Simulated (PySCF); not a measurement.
## O (oxygen, neutral) across methods

[He] 2s2 2p4, high-spin 3P determinant. Calculation: PySCF 2.14, in aug-cc-pVTZ; no relativity, point nucleus.

```csv
method,E (hartree),mean ε 2s β (eV),mean ε 2p α (eV),mean ε 2p β (eV),Σ⟨r²⟩ (bohr²),⟨S²⟩
UHF,-74.81298,-29.315,-18.448,-14.199,11.25,2.009
r2SCAN,-75.0566,-21.831,-10.851,-7.923,11.50,2.006
B3LYP,-75.0942,-23.585,-11.997,-9.266,11.61,2.004
LDA,-74.5244,-21.673,-10.379,-7.452,11.80,2.004
PBE,-75.0078,-21.583,-10.199,-7.597,11.73,2.003
r2SCAN0,-75.0541,-23.955,-12.879,-9.723,11.40,2.006
HSE06,-75.0241,-23.395,-11.960,-9.099,11.52,2.004
wB97M-V,-75.0750,-26.842,-14.829,-11.999,11.67,2.004
PBE0,-75.0163,-23.845,-12.389,-9.483,11.52,2.004
```
